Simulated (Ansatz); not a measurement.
Ansatz (a first-principles code) input (B3LYP/def2-SVP):

Ansatz 0.2 input:
```yaml
crystal:
  periodic: [false, false, false]
  atoms:
    - {symbol: O, position_ang: [-1.01174800, 2.26466700, -0.35369100]}
    - {symbol: B, position_ang: [-1.21318700, 1.04721000, -0.14768600]}
    - {symbol: O, position_ang: [-2.31461300, 0.20640600, 0.01506800]}
    - {symbol: I, position_ang: [0.67491600, -0.48635600, 0.06621700]}
    - {symbol: H, position_ang: [-3.09372500, 0.77222800, -0.06209800]}
basis:
  gaussian:
    orbitals: def2-SVP
hamiltonian:
  xc: {name: B3LYP}
total_charge: -1
output: {forces: true}
```

Output:

```
Functional definition: B3LYP
integrals: 0.03 GiB planned
783 factors; integrals over basis functions are off by at most 1.5e-3 eV
mean field: 0.23 GiB planned
mean field evaluation 1: about -12888.5598 eV, gradient 3.8e1 eV
mean field evaluation 2: about -12877.5302 eV, gradient 8.5e1 eV
mean field evaluation 4: about -12891.2545 eV, gradient 3.5e0 eV
mean field evaluation 8: about -12891.3802 eV, gradient 3.7e-1 eV
mean field evaluation 16: about -12891.3805 eV, gradient 1.5e-5 eV
mean field -12891.38052932 eV, -473.7494963608 hartree, gradient 1.5e-5 eV, S^2 0.000000; 0 other end points of the search recorded, 0 dependent functions left out
the calculation of the forces begins
reference -12891.38074586 eV, -473.7495043185 hartree; 24, 24 occupied and 49, 49 virtual orbitals, 783 factors
Total energy: -12891.38074586 eV, -473.7495043185 hartree
Atom 0 at    -1.011748     2.264667    -0.353691 Å, force    -0.088741    -0.083332     0.015696 eV/Å
Atom 1 at    -1.213187     1.047210    -0.147686 Å, force    -0.088380     0.078585    -0.011139 eV/Å
Atom 2 at    -2.314613     0.206406     0.015068 Å, force     0.163227    -0.050153     0.004835 eV/Å
Atom 3 at     0.674916    -0.486356     0.066217 Å, force     0.063737    -0.070193     0.010273 eV/Å
Atom 4 at    -3.093725     0.772228    -0.062098 Å, force    -0.049844     0.125092    -0.019665 eV/Å
Dipole moment:    -0.016625    -0.567180     0.094328 e Å
```

The dipole moment of an ion depends on the origin.

The geometry given is a B3LYP-D3(BJ)/def2-TZVP minimum.
